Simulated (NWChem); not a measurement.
# CHCl$_{2}$, doublet; SMILES Cl[CH]Cl

In the optimisation the excess spin sits in a' (Cs, its own frame).

Problem. Give the equilibrium geometry at PBE0/def2-SVP, spin-unrestricted (NWChem) as a Z-matrix, with the point group.

Solution. point group Cs; any orientation.
```
C
H 1 1.0916
Cl 1 1.7012 2 117.42
Cl 1 1.7012 2 117.42 3 -153.68
```
